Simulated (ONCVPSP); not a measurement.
**Pseudopotential generation for silver: ONCV, PBE, fully relativistic.**

ONCVPSP 4.0.1 was run on this input:

```
# ATOM AND REFERENCE CONFIGURATION
# atsym  z   nc   nv     iexc    psfile
  Ag 47.00    6    4        4      upf
#
#   n    l    f
    1    0    2.00
    2    0    2.00
    2    1    6.00
    3    0    2.00
    3    1    6.00
    3    2   10.00
    4    0    2.00
    4    1    6.00
    4    2   10.00
    5    0    1.00
#
# PSEUDOPOTENTIAL AND OPTIMIZATION
# lmax
    2
#
#   l,   rc,      ep,       ncon, nbas, qcut
    0    1.75    0.00    4    9    7.00
    1    1.10    0.00    3    6    8.40
    2    1.20    0.00    3    7    7.10
#
# LOCAL POTENTIAL
# lloc, lpopt,  rc(5),   dvloc0
    4    5    0.75    6.00
#
# VANDERBILT-KLEINMAN-BYLANDER PROJECTORs
# l, nproj, debl
    0    2    0.90
    1    2    2.10
    2    2    1.20
#
# MODEL CORE CHARGE
# icmod, fcfact, rcfact
    0    0.00    0.00
#
# LOG DERIVATIVE ANALYSIS
# epsh1, epsh2, depsh
   -5.00    5.00    0.04
#
# OUTPUT GRID
# rlmax, drl
    6.00    0.01
#
# TEST CONFIGURATIONS
# ncnf
    4
# nvcnf
#   n    l    f
    4
    4    0    2.00
    4    1    6.00
    4    2   10.00
    5    0    0.00
#
    4
    4    0    2.00
    4    1    6.00
    4    2    9.00
    5    0    0.00
#
    4
    4    0    2.00
    4    1    6.00
    4    2    8.00
    5    0    0.00
#
    4
    4    0    2.00
    4    1    6.00
    4    2    9.00
    5    0    1.00
#
```

Command:

```bash
oncvpspr.x < Ag.dat > Ag.out
```

The program printed (shortened: citation, most of the input echo, consistency checks and plot data are left out):

```
ONCVPSP  (Optimized Norm-Conservinng Vanderbilt PSeudopotential)
relativistic version 4.0.1

#   n    l    f        energy (Ha)
    1    0    2.00    -9.3032983D+02
    2    0    2.00    -1.3694141D+02
    2    1    6.00    -1.2081130D+02    -1.2725449D+02
    3    0    2.00    -2.5106365D+01
    3    1    6.00    -2.0116684D+01    -2.1253778D+01
    3    2   10.00    -1.3069780D+01    -1.3298753D+01
    4    0    2.00    -3.4909959D+00
    4    1    6.00    -2.0932416D+00    -2.2800832D+00
    4    2   10.00    -2.6553400D-01    -2.8599347D-01
    5    0    1.00    -1.6192100D-01

Reference configufation results
  iterations    31
  all-electron total energy (Ha)   -5.31724063D+03

Begin loop to  construct optimized pseudo wave functions
and semi-local pseudopoentials for all angular momenta

Calculating optimized projector #   1

 for l=   0

    Fraction of norm inside rc  0.985621
    Optimizing pswf for qcut=   7.00 a_B^-1,  ecut=  24.53 Ha
    Residual kinetic energy error=  1.72D-06 Ha

    Energy error per electron        Cutoff
         Ha          eV             Ha
         0.01000     0.27211        6.89
         0.00100     0.02721       13.39
         0.00010     0.00272       18.75
         0.00001     0.00027       22.11

Calculating optimized projector #   2

 for l=   0

    Fraction of norm inside rc  0.088097
    Optimizing pswf for qcut=   7.00 a_B^-1,  ecut=  24.53 Ha
    Residual kinetic energy error=  4.89D-06 Ha

    Energy error per electron        Cutoff
         Ha          eV             Ha
         0.01000     0.27211        5.37
         0.00100     0.02721       13.26
         0.00010     0.00272       19.29
         0.00001     0.00027       23.31

   Wellstate for l =  1  n =  5 kap= -2
     eigenvalue =   0.0068
     asymptotic potential =   0.5068
     half-point radius = 10.7648

Calculating optimized projector #   1

 for l=   1

    Fraction of norm inside rc  0.645225
    Optimizing pswf for qcut=   8.41 a_B^-1,  ecut=  35.38 Ha
    Residual kinetic energy error=  8.82D-04 Ha

    Energy error per electron        Cutoff
         Ha          eV             Ha
         0.01000     0.27211       22.42
         0.00100     0.02721       34.84
         0.00010     0.00272       95.52

Calculating optimized projector #   2

 for l=   1

    Fraction of norm inside rc  0.017083
    Optimizing pswf for qcut=   8.41 a_B^-1,  ecut=  35.38 Ha
    Residual kinetic energy error=  5.77D-05 Ha

    Energy error per electron        Cutoff
         Ha          eV             Ha
         0.01000     0.27211        8.98
         0.00100     0.02721       14.54
         0.00010     0.00272       33.05
         0.00001     0.00027       60.06

   Wellstate for l =  1  n =  5 kap=  1
     eigenvalue =  -0.1801

Calculating optimized projector #   1

 for l=   1

    Fraction of norm inside rc  0.679466
    Optimizing pswf for qcut=   8.41 a_B^-1,  ecut=  35.38 Ha
    Residual kinetic energy error=  8.45D-04 Ha

    Energy error per electron        Cutoff
         Ha          eV             Ha
         0.01000     0.27211       16.19
         0.00100     0.02721       34.54
         0.00010     0.00272       96.01

Calculating optimized projector #   2

 for l=   1

    Fraction of norm inside rc  0.017324
    Optimizing pswf for qcut=   8.41 a_B^-1,  ecut=  35.38 Ha
    Residual kinetic energy error=  6.07D-05 Ha

    Energy error per electron        Cutoff
         Ha          eV             Ha
         0.01000     0.27211        9.73
         0.00100     0.02721       14.69
         0.00010     0.00272       33.10
         0.00001     0.00027       61.26

   Wellstate for l =  2  n =  5 kap= -3
     eigenvalue =   0.9345
     asymptotic potential =   1.4345
     half-point radius =  3.4792

Calculating optimized projector #   1

 for l=   2

    Fraction of norm inside rc  0.439257
    Optimizing pswf for qcut=   7.11 a_B^-1,  ecut=  25.26 Ha
    Residual kinetic energy error=  5.28D-03 Ha

    Energy error per electron        Cutoff
         Ha          eV             Ha
         0.01000     0.27211       23.26
         0.00100     0.02721       51.31
         0.00010     0.00272      134.09

Calculating optimized projector #   2

 for l=   2

    Fraction of norm inside rc  0.104661
    Optimizing pswf for qcut=   7.11 a_B^-1,  ecut=  25.26 Ha
    Residual kinetic energy error=  2.48D-03 Ha

    Energy error per electron        Cutoff
         Ha          eV             Ha
         0.01000     0.27211       21.16
         0.00100     0.02721       27.91
         0.00010     0.00272       76.29
         0.00001     0.00027      187.22

   Wellstate for l =  2  n =  5 kap=  2
     eigenvalue =   0.9140

Calculating optimized projector #   1

 for l=   2

    Fraction of norm inside rc  0.453126
    Optimizing pswf for qcut=   7.11 a_B^-1,  ecut=  25.26 Ha
    Residual kinetic energy error=  5.96D-03 Ha

    Energy error per electron        Cutoff
         Ha          eV             Ha
         0.01000     0.27211       23.62
         0.00100     0.02721       66.63
         0.00010     0.00272      136.14

Calculating optimized projector #   2

 for l=   2

    Fraction of norm inside rc  0.103558
    Optimizing pswf for qcut=   7.11 a_B^-1,  ecut=  25.26 Ha
    Residual kinetic energy error=  2.71D-03 Ha

    Energy error per electron        Cutoff
         Ha          eV             Ha
         0.01000     0.27211       21.31
         0.00100     0.02721       28.47
         0.00010     0.00272       79.43
         0.00001     0.00027      192.51

Construct Vanderbilt / Kleinmman-Bylander projectors

B matrix Hermiticity error, ll=  0  kap= -1
   1   2    3.8274D-04

  Orthonormal projector coefficients  1.6748E+01  2.2570E+00

B matrix Hermiticity error, ll=  1  kap= -2
   1   2    1.6403D-04

  Orthonormal projector coefficients  1.4851E+01  2.6567E+00

B matrix Hermiticity error, ll=  1  kap=  1
   1   2    1.8810D-04

  Orthonormal projector coefficients  1.4625E+01  2.7385E+00

B matrix Hermiticity error, ll=  2  kap= -3
   1   2    1.4590D-04

  Orthonormal projector coefficients  3.0434E+01  5.9106E+00

B matrix Hermiticity error, ll=  2  kap=  2
   1   2    1.4988D-04

  Orthonormal projector coefficients  4.7262E+01  6.0519E+00

 Orthonormal scalar projector coefficients, l =  1
  1.4768E+01  2.6875E+00  3.5066E-03  3.1519E-04

 Orthonormal spin-orbit projector coefficients, l =  1
  4.7434E-01 -4.3885E-01  7.2460E-02 -1.1633E-02

 Orthonormal scalar projector coefficients, l =  2
  3.7146E+01  5.9821E+00  2.9892E-03  7.1208E-04

 Orthonormal spin-orbit projector coefficients, l =  2
 -6.7909E+00 -5.8212E-02  5.0762E-02  1.0476E-02

Pseudoatom total energy -147.160014

Diagnostic tests using Vanderbilt-Kleinman-Bylander pseudopotentials
  relativistic with J = L +/- 1/2 projectors

   l  kap   rcore       rmatch      e in        delta e    norm test   slope test

   0  -1   1.7523362   1.8055409  -3.4909959   0.0000026   1.0002116   1.0001843
   0  -1   1.7523362   1.8055409  -0.1619210   0.0000015   1.0000276   1.0000220

   1  -2   1.1055361   1.1391025  -2.0932416   0.0000514   1.0001909   1.0003221
   1   1   1.1055361   1.1391025  -2.2800832   0.0001016   1.0002089   1.0002763
   1  -2   1.1055361   1.1391025   0.0067584   0.0001009   1.0004632   1.0004632
   1   1   1.1055361   1.1391025  -0.0001582   0.0000763   1.0004879   1.0004879

   2  -3   1.2021112   1.2386099  -0.2655340  -0.0001491   1.0000589   0.9996526
   2   2   1.2021112   1.2386099  -0.2859935  -0.0000956   1.0000827   0.9995560
   2  -3   1.2021112   1.2386099   0.9344660  -0.0002148   1.0002721   1.0002721
   2   2   1.2021112   1.2386099   0.9282827  -0.0002094   1.0002722   1.0002722

Diagnostic tests using Vanderbilt-Kleinman-Bylander pseudopotentials
  relativistic with scalar and spin-orbit non-local projectors

   l  kap   rcore       rmatch      e in        delta e    norm test   slope test

   0  -1   1.7523362   1.8055409  -3.4909959   0.0000026   1.0002116   1.0001843
   0  -1   1.7523362   1.8055409  -0.1619210   0.0000015   1.0000276   1.0000220

   1  -2   1.1055361   1.1391025  -2.0932416  -0.0002375   1.0001658   1.0001120
   1   1   1.1055361   1.1391025  -2.2800832  -0.0001839   1.0001836   1.0000974
   1  -2   1.1055361   1.1391025   0.0067584  -0.0001233   1.0004144   1.0004144
   1   1   1.1055361   1.1391025  -0.0001582  -0.0000993   1.0004401   1.0004401

   2  -3   1.2021112   1.2386099  -0.2655340  -0.0010288   0.9997492   0.9961517
   2   2   1.2021112   1.2386099  -0.2859935  -0.0009989   0.9998001   0.9963226
   2  -3   1.2021112   1.2386099   0.9344660  -0.0019558   1.0001879   1.0001879
   2   2   1.2021112   1.2386099   0.9282827  -0.0019352   1.0001840   1.0001840

Ghost test for J = L + 1/2

 Testing for bound ghosts
   n   l    E NL Schr. Eq   E Basis Diag.   E Cutoff

   1   0       -3.490993       -3.490965    114.62
   2   0       -0.161919       -0.121046    114.62

   2   1       -2.093190       -2.092508    126.40

   3   2       -0.265683       -0.246674    178.14

 Testing for highly-localized positive-energy ghosts
       l    <radius>/rc     E Basis Diag.   E Cutoff

       0        0.795106        2.100735    114.62  WARNING - GHOST(+)

Ghost test for J = L - 1/2

 Testing for bound ghosts
   n   l    E NL Schr. Eq   E Basis Diag.   E Cutoff

   1   0       -3.490993       -3.490965    114.62
   2   0       -0.161919       -0.121046    114.62

   2   1       -2.279982       -2.279556    126.40

   3   2       -0.286089       -0.268741    178.14

 Testing for highly-localized positive-energy ghosts
       l    <radius>/rc     E Basis Diag.   E Cutoff

       0        0.795106        2.100735    114.62  WARNING - GHOST(+)

       2        0.488964      152.672069    178.14  WARNING - GHOST(+)

Test configuration 0

   n   l kap    f        eae           eps        diff
   1   0  -1  2.0000 -930.32982997
   2   0  -1  2.0000 -136.94141472
   2   1  -2  4.0000 -120.81130038
   2   1   1  2.0000 -127.25449050
   3   0  -1  2.0000  -25.10636520
   3   1  -2  4.0000  -20.11668444
   3   1   1  2.0000  -21.25377840
   3   2  -3  6.0000  -13.06977990
   3   2   2  4.0000  -13.29875322
   4   0  -1  2.0000   -3.49099593   -3.49099335    2.58E-06
   4   1  -2  4.0000   -2.09324157   -2.09319016    5.14E-05
   4   1   1  2.0000   -2.28008322   -2.27998164    1.02E-04
   4   2  -3  6.0000   -0.26553400   -0.26568313   -1.49E-04
   4   2   2  4.0000   -0.28599347   -0.28608903   -9.56E-05
   5   0  -1  1.0000   -0.16192100   -0.16191948    1.51E-06

    Total energies and differences
      AE_ref= -5.31724063E+03  AE_tst= -5.31724063E+03  dif=  0.00E+00
      PS_ref= -1.47160014E+02  PS_tst= -1.47160014E+02  dif= -3.98E-13
      PSP excitation error=  3.98E-13

Test configuration 1

   n   l kap    f        eae           eps        diff
   1   0  -1  2.0000 -930.63116991
   2   0  -1  2.0000 -137.23845923
   2   1  -2  4.0000 -121.10854583
   2   1   1  2.0000 -127.55183675
   3   0  -1  2.0000  -25.40473573
   3   1  -2  4.0000  -20.41505498
   3   1   1  2.0000  -21.55211595
   3   2  -3  6.0000  -13.36778839
   3   2   2  4.0000  -13.59674396
   4   0  -1  2.0000   -3.79316617   -3.79386512   -6.99E-04
   4   1  -2  4.0000   -2.39671040   -2.39699479   -2.84E-04
   4   1   1  2.0000   -2.58315556   -2.58350704   -3.51E-04
   4   2  -3  6.0000   -0.56647299   -0.56661078   -1.38E-04
   4   2   2  4.0000   -0.58728453   -0.58738173   -9.72E-05
   5   0  -1  0.0000   -0.41474370   -0.41474370    0.00E+00

    Total energies and differences
      AE_ref= -5.31724063E+03  AE_tst= -5.31695547E+03  dif=  2.85E-01
      PS_ref= -1.47160014E+02  PS_tst= -1.46874840E+02  dif=  2.85E-01
      PSP excitation error= -1.93E-05

Test configuration 2

   n   l kap    f        eae           eps        diff
   1   0  -1  2.0000 -931.16717392
   2   0  -1  2.0000 -137.77872167
   2   1  -2  4.0000 -121.64854743
   2   1   1  2.0000 -128.09173201
   3   0  -1  2.0000  -25.94276694
   3   1  -2  4.0000  -20.95306297
   3   1   1  2.0000  -22.09021047
   3   2  -3  6.0000  -13.90631136
   3   2   2  4.0000  -14.13530134
   4   0  -1  2.0000   -4.31932241   -4.32020387   -8.81E-04
   4   1  -2  4.0000   -2.91589347   -2.91609825   -2.05E-04
   4   1   1  2.0000   -3.10450495   -3.10470904   -2.04E-04
   4   2  -3  5.4000   -1.05253947   -1.05275046   -2.11E-04
   4   2   2  3.6000   -1.07521345   -1.07536962   -1.56E-04
   5   0  -1  0.0000   -0.76398542   -0.76398542    0.00E+00

    Total energies and differences
      AE_ref= -5.31724063E+03  AE_tst= -5.31614276E+03  dif=  1.10E+00
      PS_ref= -1.47160014E+02  PS_tst= -1.46061959E+02  dif=  1.10E+00
      PSP excitation error= -1.84E-04

Test configuration 3

   n   l kap    f        eae           eps        diff
   1   0  -1  2.0000 -931.78247996
   2   0  -1  2.0000 -138.40004143
   2   1  -2  4.0000 -122.26959772
   2   1   1  2.0000 -128.71265892
   3   0  -1  2.0000  -26.55809986
   3   1  -2  4.0000  -21.56832458
   3   1   1  2.0000  -22.70571939
   3   2  -3  6.0000  -14.52263356
   3   2   2  4.0000  -14.75171500
   4   0  -1  2.0000   -4.91096113   -4.91270975   -1.75E-03
   4   1  -2  4.0000   -3.49748273   -3.49740052    8.22E-05
   4   1   1  2.0000   -3.68923500   -3.68905337    1.82E-04
   4   2  -3  4.8000   -1.59726645   -1.59733205   -6.56E-05
   4   2   2  3.2000   -1.62186967   -1.62185248    1.72E-05
   5   0  -1  0.0000   -1.15496938   -1.15496938    0.00E+00

    Total energies and differences
      AE_ref= -5.31724063E+03  AE_tst= -5.31481278E+03  dif=  2.43E+00
      PS_ref= -1.47160014E+02  PS_tst= -1.44731840E+02  dif=  2.43E+00
      PSP excitation error= -3.24E-04

Test configuration 4

   n   l kap    f        eae           eps        diff
   1   0  -1  2.0000 -930.80405335
   2   0  -1  2.0000 -137.42095467
   2   1  -2  4.0000 -121.29052165
   2   1   1  2.0000 -127.73357606
   3   0  -1  2.0000  -25.58417868
   3   1  -2  4.0000  -20.59448849
   3   1   1  2.0000  -21.73163747
   3   2  -3  6.0000  -13.54807952
   3   2   2  4.0000  -13.77707845
   4   0  -1  2.0000   -3.95922130   -3.95882347    3.98E-04
   4   1  -2  4.0000   -2.55550315   -2.55519257    3.11E-04
   4   1   1  2.0000   -2.74420047   -2.74372686    4.74E-04
   4   2  -3  5.4000   -0.69824938   -0.69845356   -2.04E-04
   4   2   2  3.6000   -0.72048147   -0.72061316   -1.32E-04
   5   0  -1  1.0000   -0.46897956   -0.46894780    3.18E-05

    Total energies and differences
      AE_ref= -5.31724063E+03  AE_tst= -5.31675721E+03  dif=  4.83E-01
      PS_ref= -1.47160014E+02  PS_tst= -1.46676428E+02  dif=  4.84E-01
      PSP excitation error= -1.65E-04
```

The run took about 6.2 s on one core of a shared server CPU.
